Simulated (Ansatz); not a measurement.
CH$_{6}$BNSi, SMILES `[SiH3]C1BN1`, relaxed with RKS PBE0-D4/def2-TZVP in the Gaussian-basis code of Ansatz from a PBE-D4/def2-SVP geometry. The force threshold is 0.005 eV/Å; the program also tests the step.

Charge 0, multiplicity 1.

Start:

```xyz
10

Si   -0.359    0.621   -1.277
C     0.631   -0.142    0.137
B     0.193    0.003    1.660
N     0.003   -1.172    1.016
H    -0.542   -0.337   -2.432
H    -1.729    1.012   -0.787
H     0.346    1.844   -1.803
H     1.711   -0.300   -0.078
H     0.066    0.600    2.695
H    -0.319   -2.128    0.870
```

```json
{"step": "1", "energy (eV)": "-11171.7450", "largest force (eV/Å)": "0.674", "largest move (Å)": "0.000"}
{"step": "2", "energy (eV)": "-11171.7835", "largest force (eV/Å)": "0.218", "largest move (Å)": "0.030"}
{"step": "3", "energy (eV)": "-11171.7876", "largest force (eV/Å)": "0.038", "largest move (Å)": "0.018"}
{"step": "4", "energy (eV)": "-11171.7878", "largest force (eV/Å)": "0.023", "largest move (Å)": "0.007"}
{"step": "5", "energy (eV)": "-11171.7879", "largest force (eV/Å)": "0.020", "largest move (Å)": "0.002"}
{"step": "6", "energy (eV)": "-11171.7882", "largest force (eV/Å)": "0.012", "largest move (Å)": "0.022"}
{"step": "7", "energy (eV)": "-11171.7883", "largest force (eV/Å)": "0.011", "largest move (Å)": "0.007"}
{"step": "8", "energy (eV)": "-11171.7883", "largest force (eV/Å)": "0.008", "largest move (Å)": "0.004"}
{"step": "9", "energy (eV)": "-11171.7883", "largest force (eV/Å)": "0.003", "largest move (Å)": "0.003"}
```

End:

```xyz
10

Si   -0.352    0.609   -1.256
C     0.643   -0.131    0.135
B     0.193    0.000    1.635
N     0.030   -1.169    1.002
H    -0.552   -0.347   -2.384
H    -1.698    1.000   -0.751
H     0.342    1.812   -1.792
H     1.706   -0.283   -0.070
H     0.036    0.591    2.647
H    -0.347   -2.082    0.833
```

Run time 36 s (2 threads of an Arm Neoverse V2 on a shared host); peak host memory 0.34 GiB.
